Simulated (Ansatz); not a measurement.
Basis-set extrapolation for C2H13AlOSi2, SMILES `[CH3][AlH-]([CH3])[O+]([SiH3])[SiH3]` (PBE0-D4/def2-TZVP geometry, frozen core, the Gaussian-basis code of Ansatz). Multiplicity 1, RHF reference.

```tsv
	def2-TZVPP	def2-QZVPP
HF	-978.143443	-978.177793
MP2 correlation	-0.954123	-1.021093
CCSD(T) correlation	-1.073143	not run
```

Energies in hartree. Use E(X) = E(∞) + A·exp(−7.88·√X) for Hartree–Fock and E(X) = E(∞) + B·X^(−2.97) for correlation, with X = 3 and 4, and add CCSD(T) minus MP2 of the smaller set to the MP2 limit.

**Question.** What is the CCSD(T) energy at the basis-set limit?

**Answer.** HF limit: -978.177793 + (-0.034350) × 0.13774 = -978.18252. MP2 limit: -1.021093 + (-0.066970) × 0.74074 = -1.07070. Higher-order term: -1.073143 − (-0.954123) = -0.11902. Total: -979.37224 hartree, 4.24 eV below CCSD(T)/def2-TZVPP.
